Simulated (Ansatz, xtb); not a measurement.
**Relaxing a trial structure of BBrF2Ge**

The starting geometry of this gas-phase singlet has its atoms placed at random.

```yaml
atoms:
  - { symbol: B, position_ang: [0.3563, -0.4977, 1.1409] }
  - { symbol: Br, position_ang: [-0.4561, -0.9705, -1.3707] }
  - { symbol: F, position_ang: [1.3587, -1.5568, 0.1512] }
  - { symbol: F, position_ang: [-1.0068, -0.0375, 0.6468] }
  - { symbol: Ge, position_ang: [-0.0237, 1.2097, -0.0461] }
```

Question: Guess where an optimisation with r2SCAN-D4/def2-SVP ends from this start.

Answer: It ends as `F[B](F)[Ge][Br]`. Distances that change by over a tenth: B1–F4 (1.52 → 1.33 Å). Contacts that open: F4–Ge5 (1.73 → 3.05 Å). Contacts that close: B1–F3 (1.76 → 1.33 Å).

The energy falls by 8.37 eV over 16 steps:

```tsv
step	E − E(last) (eV)
1	8.365
3	3.235
4	1.800
6	0.467
8	0.143
9	0.074
11	0.030
13	0.000
14	0.000
16	0.000
```

Final geometry (Å):

```csv
atom,x (Å),y (Å),z (Å)
B,0.2184,-0.4833,0.8051
Br,-0.6473,-0.4595,-2.1815
F,1.2516,-1.3001,0.9614
F,-0.8379,-0.7062,1.5755
Ge,0.2436,1.0962,-0.6384
```

From the same start GFN2-xTB reaches the same bonding as this run.

From so rough a start the end depends on the optimiser's path, so another program may land elsewhere. The end wasn't checked by frequencies. Run with Ansatz 0.2.0, 32 s on 2 threads of Intel(R) Xeon(R) Processor @ 2.70GHz, with other jobs on the host.
